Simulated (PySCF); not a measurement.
Mg(F)(SiH3), SMILES [F][Mg][SiH3], singlet, PBE0/def2-SVP optimised geometry.

```
6

Mg     0.68    -0.35     0.00
F      2.44    -0.33     0.00
Si    -1.87    -0.35     0.00
H     -2.43     1.04     0.00
H     -2.44    -1.04     1.20
H     -2.44    -1.04    -1.21
```

Density from PBE0/def2-TZVP (PySCF 2.14.0) at that geometry.

Minimum of the electron density along straight lines between bonded atoms, close to the bond critical point (lines longer than 1.1 times the sum of covalent radii, or with two minima, are not listed):

```
bond     length / Å  ρ at the minimum / e bohr⁻³  ∇²ρ there / e bohr⁻⁵  position (fraction from the first atom)
-------  ----------  ---------------------------  --------------------  ---------------------------------------
Mg1–F2        1.763                        0.080                     …                                     0.45
Mg1–Si3       2.556                            …                  0.08                                     0.37
Si3–H4        1.501                        0.115                  0.16                                     0.49
Si3–H5        1.500                        0.115                  0.16                                     0.49
Si3–H6        1.500                        0.115                  0.16                                     0.49
```

**Question.** Some entries are withheld; supply them.

**Answer.** 
- Mg1–F2, ∇²ρ there / e bohr⁻⁵: 0.74
- Mg1–Si3, ρ at the minimum / e bohr⁻³: 0.042
